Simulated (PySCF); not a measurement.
Compound: C4H11ClSi2.
Atom-mapped SMILES: `[CH2:1]=[CH:2][CH2:3][SiH2:4][SiH2:5][CH2:6][Cl:7]` (hydrogens: H8, H9 on C1; H10 on C2; H11, H12 on C3; H13, H14 on Si4; H15, H16 on Si5; H17, H18 on C6)

The same species was optimised twice, with GFN2-xTB and with PBE0-D3(BJ)/def2-SVP (PySCF), and the same property calculations (PySCF, gas phase) were run on both structures.

```csv
coordinate,GFN2-xTB,PBE0-D3(BJ)/def2-SVP,change
Si4–Si5 (Å),2.318,2.346,+0.028
C3–Si4 (Å),1.921,1.904,-0.017
Si5–C6 (Å),1.917,1.901,-0.016
C1=C2 (Å),1.322,1.336,+0.014
C6–Cl7 (Å),1.786,1.792,+0.006
C2–C3 (Å),1.486,1.492,+0.006
C2–C3–Si4 (°),111.3,113.3,+2.0
Si5–C6–Cl7 (°),109.0,110.0,+1.0
C3–Si4–Si5 (°),110.4,111.2,+0.8
C1–C2–C3 (°),124.6,125.2,+0.6
Si4–Si5–C6 (°),110.4,110.3,-0.1
C1–C2–C3–Si4 (°),104,114,+10
C2–C3–Si4–Si5 (°),-64,-55,+9
C3–Si4–Si5–C6 (°),69,58,-11
Si4–Si5–C6–Cl7 (°),51,48,-3
```

Rotational constants: A = 1597, B = 984.8, C = 802.9 MHz (GFN2-xTB) against A = 1494, B = 1064, C = 819.9 MHz (PBE0-D3(BJ)/def2-SVP). Point groups within 0.08 Å: C1 and C1.

On the GFN2-xTB structure: isotropic polarisability (au) 116.1 [wB97X-D/def2-SVPD]; HOMO (eV) -9.11 [wB97X-D/def2-SVPD]; LUMO (eV) 1.48 [wB97X-D/def2-SVPD]; dipole (D) 1.76 [wB97X-D/def2-SVPD]; HOMO (eV) -7.29 [PBE0/pcSseg-1]; LUMO (eV) -0.17 [PBE0/pcSseg-1]; dipole (D) 1.74 [PBE0/pcSseg-1]; GIAO shielding of C1 (ppm) 68.1 [PBE0/pcSseg-1]; GIAO shielding of C2 (ppm) 39.9 [PBE0/pcSseg-1]; GIAO shielding of C3 (ppm) 164.7 [PBE0/pcSseg-1]; GIAO shielding of Si4 (ppm) 430.9 [PBE0/pcSseg-1]; GIAO shielding of Si5 (ppm) 415.9 [PBE0/pcSseg-1]; GIAO shielding of C6 (ppm) 155.6 [PBE0/pcSseg-1]; GIAO shielding of Cl7 (ppm) 910.3 [PBE0/pcSseg-1].

Problem. What do these properties become on the PBE0-D3(BJ)/def2-SVP structure?

Solution. 
```
                                    property              level  on GFN2-xTB  on PBE0-D3(BJ)/def2-SVP  change
               isotropic polarisability (au)  wB97X-D/def2-SVPD        116.1                    118.3    +2.2
                                   HOMO (eV)  wB97X-D/def2-SVPD        -9.11                    -9.12   -0.01
                                   LUMO (eV)  wB97X-D/def2-SVPD         1.48                     1.53   +0.05
                                  dipole (D)  wB97X-D/def2-SVPD         1.76                     1.64   -0.12
energy, GFN2-xTB geometry as zero (kcal/mol)  wB97X-D/def2-SVPD          0.0                     -2.7    -2.7
                                   HOMO (eV)      PBE0/pcSseg-1        -7.29                    -7.30   -0.01
                                   LUMO (eV)      PBE0/pcSseg-1        -0.17                    -0.09   +0.08
                                  dipole (D)      PBE0/pcSseg-1         1.74                     1.64   -0.10
energy, GFN2-xTB geometry as zero (kcal/mol)      PBE0/pcSseg-1          0.0                     -2.4    -2.4
                  GIAO shielding of C1 (ppm)      PBE0/pcSseg-1         68.1                     63.6    -4.5
                  GIAO shielding of C2 (ppm)      PBE0/pcSseg-1         39.9                     38.0    -1.9
                  GIAO shielding of C3 (ppm)      PBE0/pcSseg-1        164.7                    164.8    +0.1
                 GIAO shielding of Si4 (ppm)      PBE0/pcSseg-1        430.9                    424.7    -6.2
                 GIAO shielding of Si5 (ppm)      PBE0/pcSseg-1        415.9                    411.7    -4.2
                  GIAO shielding of C6 (ppm)      PBE0/pcSseg-1        155.6                    153.6    -2.0
                 GIAO shielding of Cl7 (ppm)      PBE0/pcSseg-1        910.3                    902.4    -7.9
```

The heavy atoms differ by 0.131 Å rms after alignment. Among bonds between heavy atoms Si4–Si5 changes most (+0.028 Å). Changes are differences of the printed values. Neither structure is proved a minimum here.

Shape of the structure used: `[CH2:1]=[CH:2][CH2:3][SiH2:4][SiH2:5][CH2:6][Cl:7]`: C1–C2–C3–Si4 114°, C2–C3–Si4–Si5 -55°, C3–Si4–Si5–C6 58°, Si4–Si5–C6–Cl7 48°.

wB97X-D is run here without its empirical dispersion term; that term would change no orbital, density or response property at a fixed geometry.
